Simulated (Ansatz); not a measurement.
Basis-set extrapolation for BF$_{3}$H$_{3}$P (PBE0-D4/def2-TZVP geometry, frozen core, Ansatz). Multiplicity 1, RHF reference.

```tsv
	def2-TZVPP	def2-QZVPP
HF	-665.828373	-665.852938
MP2 correlation	-1.008095	-1.099914
CCSD(T) correlation	-1.068626	-1.157130
```

Energies in hartree. Use E(X) = E(∞) + A·exp(−7.88·√X) for Hartree–Fock and E(X) = E(∞) + B·X^(−2.97) for correlation, with X = 3 and 4.

**Question.** What is the CCSD(T) energy at the basis-set limit?

**Answer.** HF limit: -665.852938 + (-0.024565) × 0.13774 = -665.85632. Correlation limit: -1.157130 + (-0.088504) × 0.74074 = -1.22269. Total: -667.07901 hartree, 477.9 kJ/mol below CCSD(T)/def2-TZVPP.
